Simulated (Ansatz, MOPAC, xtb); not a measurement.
## CH4BFSe (SMILES C[Se]BF): methods side by side

CH4BFSe has 8 atoms, charge 0, and is taken as a singlet. SMILES: `C[Se]BF`. The coordinates come from a PBE0-D4/def2-TZVP relaxation. This is one conformer, not always the lowest.

```xyz
8

C    -0.6168    1.0122   -0.5523
Se    0.7369    0.6811    0.8126
B     0.8061   -1.2354    0.6884
F     1.6342   -1.9022    1.4744
H    -0.9421    0.0610   -0.9684
H    -1.4578    1.5259   -0.0922
H    -0.1823    1.6327   -1.3327
H     0.1141   -1.8323   -0.0856
```

Each level gives the dipole moment (D). The values are calculated.

```
                             level            kind  program  value (D)   CPU time
                               AM1  semi-empirical    MOPAC       1.70  under 2 s
                               PM6  semi-empirical    MOPAC       2.15  under 2 s
                               PM7  semi-empirical    MOPAC       2.02  under 2 s
                          GFN1-xTB  semi-empirical      xtb       1.89  under 2 s
                         HF/STO-3G    Hartree–Fock   Ansatz       1.64      1.1 s
                          HF/3-21G    Hartree–Fock   Ansatz       2.36      1.6 s
                       HF/def2-SVP    Hartree–Fock   Ansatz       2.39      5.2 s
B3LYP/6-31G* (spherical functions)   global hybrid   Ansatz       2.04       11 s
B3LYP/6-31G* (Cartesian functions)   global hybrid   Ansatz       2.04       11 s
                     PBE0/def2-SVP   global hybrid   Ansatz       2.10      9.7 s
```

All-electron rows without a relativistic Hamiltonian named are non-relativistic. The values span 1.64 to 2.39 D. Sets without polarisation functions give poor dipoles. Without the sets that lack polarisation functions the rows with a basis span only 2.04 to 2.39 D. CPU times are rough (shared hosts, several kinds of processor): they show what a rung costs within a factor of a few.
